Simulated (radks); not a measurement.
Initial-state core-level shifts of neutral gallium when its valence configuration changes from [Ar] 3d10 4s2 4p1. Method: Dirac Kohn-Sham, LDA (Slater exchange, Perdew-Wang correlation), spin-unpolarised, spherical densities, point nucleus; open shells are shared between the two j in proportion to 2j + 1; computed with a radial shooting solver on a logarithmic mesh with Libxc functionals. Shifts are changes of the shell-averaged eigenvalues in eV (positive: less bound).

valence,2s,2p,3s,3p
3d10 4s1.5 4p1.5,-0.954,-0.955,-0.989,-0.988
3d9.5 4s2 4p1.5,-5.531,-5.484,-4.833,-4.734
3d9 4s2 4p2,-11.367,-11.270,-9.802,-9.598
3d10 4p3,-3.503,-3.506,-3.646,-3.640
3d9 4s1 4p3,-13.019,-12.920,-11.495,-11.284
3d10 4s1 4p2,-1.847,-1.850,-1.919,-1.916
3d8.5 4s1 4p3.5,-19.084,-18.928,-16.509,-16.186
3d8.5 4s2 4p2.5,-17.505,-17.353,-14.901,-14.586
3d8 4s2 4p3,-23.936,-23.727,-20.118,-19.688
